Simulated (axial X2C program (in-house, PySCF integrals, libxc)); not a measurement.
## Working with the constants of H₂

A bond curve at the CCSD(T) level, two-component, was computed with an in-house all-electron X2C program for linear molecules (integrals from PySCF) (basis H dyall-v3z [6s2p1d] (cores contracted in-house)) for the state Ω = 0 (closed shell). Its fit gives Re = 0.7437 Å, ωe = 4391.2 cm⁻¹, ωexe = 123 cm⁻¹ and αe = 3.018e+00 cm⁻¹; the masses are 1.0078 and 1.0078 u. Two-component means X2C with spin–orbit coupling and atomic mean-field Coulomb and Gaunt terms.

Correlated methods: 2 electrons correlated (number of frozen shells: H none), 62 virtual spin orbitals or spinors in MP2, 26 natural virtuals in coupled cluster.

Problem. Find the reduced mass, Be and the force constant.

Solution. From the CCSD(T) values: μ = 0.5039 u. Be = 16.8576/(μ Re²) = 60.49 cm⁻¹. k = 5.8918×10⁻⁷ μ ωe² = 5.72 mdyn/Å.

Problem. Give B0 and the most populated J at 300 K (kT = 208.5 cm⁻¹).

Solution. B0 = Be − αe/2 = 58.98 cm⁻¹; J(max) ≈ √(kT/2B0) − 1/2 = 0.8, so J = 1, nuclear-spin weights apart.

Problem. Estimate De from a Morse curve and compare with the computed well depth of 4.723 eV to H + H.

Solution. De(Morse) = ωe²/(4ωexe) = 4.859 eV against 4.723 eV computed, a ratio of 1.03. For De the Morse form works well here.

Problem. Estimate the centrifugal constant by the Kratzer relation.

Solution. D = 4Be³/ωe² = 4.59e-02 cm⁻¹.

Problem. Where do the fundamental and the first overtone lie?

Solution. ν(1←0) = ωe − 2ωexe = 4145.2 cm⁻¹; ν(2←0) = 2ωe − 6ωexe = 8044.4 cm⁻¹.

Occupations by symmetry block were frozen at the best pattern of an incomplete PBE0 search. De is counted from the lowest determinant-based energies of the atoms at the same level, without counterpoise correction. Coupled cluster ran in a truncated set of natural virtual spinors; the MP2 energy of the rest was added. (T) has no such correction and the atoms are truncated less, which lowers De at CCSD(T) by a hundredth of an eV or more.
